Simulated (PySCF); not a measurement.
# One molecule, several mistakes: AlBH6OSi

Calculated results; nothing here was measured. The program is PySCF 2.14.0, an open-source quantum chemistry code, run on an isolated molecule that a program drew, which may never have been made. The molecule is AlBH6OSi (charge 0, singlet), drawn as the SMILES string `[AlH2][BH]O[SiH3]`.

Each row is a Hartree-Fock (HF) and frozen-core CCSD(T) single point in the cc-pV(D+d)Z basis, meant for a local HF minimum. Run 1 is clean. Each other run has one planted mistake out of seven kinds, and not every kind appears here: one electron removed, one electron added, multiplicity raised by two, geometry at a saddle point, minimal basis STO-3G, one bond length entered in bohr, all coordinates scaled. The reference is restricted for singlets and unrestricted otherwise, and also for a bond in bohr. Adding or removing an electron swaps singlet and doublet. Electrons count all cores. HOMO and LUMO are orbital energies over both spins, the gradient is its largest component, and the lowest frequency (negative if imaginary) is given only where the gradient is small. Bond lengths are over the 9 bonds as drawn. T1 is the CCSD diagnostic: over 0.02 (restricted) or 0.045 (unrestricted) a single reference is doubtful.

Geometry of the clean run:
```xyz
10
AlBH6OSi, angstrom
Al   -3.6266   -0.0468    1.0339
B    -2.0358   -1.4894    1.4333
O    -0.7230   -1.1780    1.6237
Si    0.1638    0.2176    1.6415
H    -4.0347    0.3480   -0.4505
H    -4.4788    0.5944    2.2122
H    -2.2843   -2.6737    1.5021
H     1.1914    0.1538    0.5873
H     0.7959    0.3747    2.9633
H    -0.7473    1.3617    1.3833
```

```
run  electrons  basis functions  <S^2>  HOMO (eV)  LUMO (eV)  gradient (hartree/bohr)  lowest frequency (cm^-1)  mean bond (Å)  longest bond (Å)      T1  HF (hartree)  CCSD(T) (hartree)                 mistake
  1         46              104  0.000      -9.57       1.16                  4.5e-05                        74         1.5581             2.184  0.0146    -633.93907         -634.43824                no fault
  2         47              104  0.767       0.24       6.95                  2.9e-02                         -         1.5581             2.184  0.0173    -633.91272         -634.42947      one electron added
  3         46               34  0.000      -6.37       8.85                  4.2e-02                         -         1.5581             2.184  0.0183    -626.35254         -626.55984    minimal basis STO-3G
  4         46              104  0.000      -9.51       1.50                  1.0e-01                         -         1.4070             1.972  0.0124    -633.83400         -634.32538  all coordinates scaled
  5         46              104  2.013      -5.45      -1.31                  8.2e-02                         -         1.5581             2.184  0.0243    -633.80876         -634.30633                       ?
  6         45              104  0.766     -16.62      -7.26                  1.2e-01                         -         1.5581             2.184  0.0235    -633.63131         -634.11480                       ?
```

**Which mistake was planted in run 5, and what did it cost?**

Electrons, basis and geometry are unchanged, and <S^2> is 2.013, beside S(S+1) = 2.00 for a multiplicity of 3. So the mistake is: multiplicity raised by two. Subtracting run 1 and multiplying by 627.51 kcal/mol a hartree, the energy moved by 81.8 kcal/mol in HF and 82.8 kcal/mol in CCSD(T).

**Which mistake was planted in run 6, and what did it cost?**

It counts 45 electrons, one fewer than the clean run, at the same geometry and basis. So the mistake is: one electron removed. Subtracting run 1 and multiplying by 627.51 kcal/mol a hartree, the energy moved by 193.1 kcal/mol in HF and 203.0 kcal/mol in CCSD(T).

Cautions from the logs. Run 2: the HOMO is above zero, so the electron isn't bound and the energy depends on the basis.
